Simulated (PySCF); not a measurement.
# SiI: script and output

Input:

```python
from pyscf import gto, dft

mol = gto.M(
    atom='Si 0 0 0; I 0 0 2.183',
    basis='sbkjc',
    ecp={'Si': 'sbkjc', 'I': 'sbkjc'},
    charge=0,
    spin=1,
    verbose=3,
)
mf = dft.UKS(mol, xc='wb97')
mf.kernel()
mf.mulliken_pop()
mf.dip_moment()
print('orbital energies (hartree):', [e[max(0, n-3):n+3].round(4) for e, n in zip(mf.mo_energy, mol.nelec)])
```

```bash
$ OMP_NUM_THREADS=1 python input.py
```

Output (some set-up lines and the per-cycle HOMO/LUMO lines with their warnings removed):

```
converged SCF energy = -15.1949553309401  <S^2> = 0.75182814  2S+1 = 2.0018273
 ** Mulliken pop       alpha | beta **
pop of  0 Si 3s        0.76090 | 0.74618
pop of  0 Si 4s        0.31022 | 0.30398
pop of  0 Si 3px       0.12423 | 0.07743
pop of  0 Si 3py       0.71865 | 0.06432
pop of  0 Si 3pz       0.34155 | 0.32617
pop of  0 Si 4px       0.02980 | 0.01954
pop of  0 Si 4py       0.24238 | 0.01876
pop of  0 Si 4pz      -0.03645 | -0.02306
pop of  1 I 5s        0.84425 | 0.84344
pop of  1 I 6s        0.12561 | 0.12715
pop of  1 I 5px       0.69948 | 0.70195
pop of  1 I 5py       0.78612 | 0.71023
pop of  1 I 5pz       0.63463 | 0.64834
pop of  1 I 6px       0.19716 | 0.20109
pop of  1 I 6py       0.20216 | 0.20668
pop of  1 I 6pz       0.01930 | 0.02780
In total             6.00000 | 5.00000
 ** Mulliken atomic charges   ( Nelec_alpha | Nelec_beta ) **
charge of  0Si =     -0.02460  (     2.49128      1.53332 )
charge of  1I =      0.02460  (     3.50872      3.46668 )
Dipole moment(X, Y, Z, Debye):  0.00000, -0.00000,  0.10796
orbital energies (hartree): [array([-0.4279, -0.3936, -0.2672, -0.0353,  0.0876,  0.247 ]), array([-0.4261, -0.4156, -0.3736, -0.0257, -0.0049,  0.0931])]
```

In short: E(SCF) = -15.194955 Eh, ⟨S²⟩ = 0.752, μz(SCF) = 0.11 D.

Run time: 1.4 s on 1 thread of Arm Neoverse V1 (shared host).

The bond length is a typed value, not an optimised one. No search for the lowest solution was made.
